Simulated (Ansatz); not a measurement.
Reaction (ligand exchange at the Si–I bond): `C[SiH](F)I` + CH₃OH → `CO[SiH](C)F` + HI

Program: Ansatz. Geometries: PBE0-D4/def2-TZVP. ΔE: electronic, gas phase. CCSD(T)/CBS adds triple-zeta CCSD(T) − MP2 to the extrapolated MP2 energy (def2 sets, frozen cores). This one scheme is used for every species. DFT in def2-TZVPP. Elements past krypton have def2 core potentials. For I outer-core shells are correlated without core-valence functions, which leaves a few kJ/mol of doubt a bond. One conformer a species, not always the lowest.

| level | ΔE (kJ/mol) |
| --- | --- |
| BLYP | -30.6 |
| RPA@PBE/def2-TZVPP | -37.3 |

(1) What does CCSD(T)/CBS give? (An estimate is asked.)

Largest T1 diagnostic among the species: 0.011.

## Answers

(1) The calculation gave: -24.4 kJ/mol. The listed levels differ from it by -6.2, -12.9 kJ/mol.

Leaving LDA and LC-ωPBE aside and taking each functional with its dispersion term where it has one, the values, not all of them listed here, spread over 22.1 kJ/mol, from CAM-B3LYP-D4 to PBE-D4. LDA lies −10.1 kJ/mol from PBE without D4. From BLYP to BHLYP (50 % exact exchange), in def2-TZVPP and without D4, ΔE moves by −5.2 kJ/mol.

CCSD(T)/CBS has its own doubt, a few kJ/mol and more with outer-core shells, so smaller differences from it don't rank the levels.
